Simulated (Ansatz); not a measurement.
Basis-set extrapolation for CH$_{9}$NSi$_{2}$ (`CN([SiH3])[SiH3]`) (PBE0-D4/def2-TZVP geometry, frozen core, the Gaussian-basis code of Ansatz). Multiplicity 1, RHF reference.

|  | def2-TZVPP | def2-QZVPP |
| --- | --- | --- |
| HF | -675.514772 | -675.538395 |
| MP2 correlation | -0.647038 | -0.691447 |
| CCSD(T) correlation | -0.731415 | not run |

Energies in hartree. Use E(X) = E(∞) + A·exp(−7.88·√X) for Hartree–Fock and E(X) = E(∞) + B·X^(−2.97) for correlation, with X = 3 and 4, and add CCSD(T) minus MP2 of the smaller set to the MP2 limit.

Problem. What is the CCSD(T) energy at the basis-set limit?

Solution. HF limit: -675.538395 + (-0.023623) × 0.13774 = -675.54165. MP2 limit: -0.691447 + (-0.044409) × 0.74074 = -0.72434. Higher-order term: -0.731415 − (-0.647038) = -0.08438. Total: -676.35037 hartree, 65.4 kcal/mol below CCSD(T)/def2-TZVPP.
